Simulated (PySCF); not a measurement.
Species: CH8N2OSi2.
Z-matrix (Å and degrees, PBE0-D3(BJ)/def2-SVP geometry), rows numbered from 1:
```
N 
C   1  1.3516
O   2  1.2214  1  122.70
Si  2  1.9371  1  120.21  3  -179.99
N   4  1.7214  2  100.12  1   178.87
Si  5  1.7360  4  133.67  2  -179.20
H   1  1.0148  2  118.95  3     0.76
H   1  1.0101  2  122.13  3   178.80
H   4  1.4988  2  110.03  1    57.32
H   4  1.4977  2  110.57  1   -60.06
H   5  1.0250  4  108.19  2    -1.26
H   6  1.4968  5  110.82  4   -51.58
H   6  1.4982  5  112.80  4    68.17
H   6  1.4925  5  108.18  4  -171.62
```

Computed with PySCF at PBE0/pcSseg-1, non-relativistic, on one gas-phase PBE0-D3(BJ)/def2-SVP geometry that isn't relaxed in the solvent. The solvent is an IEF-PCM continuum (van der Waals radii × 1.2). Specific hydrogen bonds and non-electrostatic terms are outside this model.

| run | E − E(gas) (kcal/mol) | HOMO (eV) | HOMO–LUMO gap (eV) | dipole (D) |
| --- | --- | --- | --- | --- |
| gas | 0.00 | -7.33 | 7.20 | 3.31 |
| P | -6.55 | -7.33 | 7.28 | 4.17 |
| Q | -7.29 | -7.34 | 7.29 | 4.28 |

Question: The runs were made in acetone and dichloromethane. Which run belongs to which solvent?

Answer: P = dichloromethane, Q = acetone. The dielectric constants are 8.93 (dichloromethane), 20.49 (acetone), and the energy falls further as ε rises. In this model the ground state sees the solvent through ε alone.

Question: How constant is the ratio of the lowering to (ε − 1)/(2ε + 1)?

Answer: 
| solvent | (ε − 1)/(2ε + 1) | E − E(gas) (kcal/mol) | ratio (kcal/mol) | polarisation term (kcal/mol) |
| --- | --- | --- | --- | --- |
| dichloromethane | 0.420 | -6.55 | -15.6 | -7.53 |
| acetone | 0.464 | -7.29 | -15.7 | -8.53 |

The ratio changes by +0.9 % in size from dichloromethane to acetone. The polarisation term is half the interaction of the solute with the induced surface charges.

On one thread of an Arm Neoverse V2, shared host with 32 logical CPUs at a one-minute load of 25, this took 20 s and 0.92 GiB of memory at its peak. This is the whole shielding run at PBE0/pcSseg-1 in acetone, SCF included.
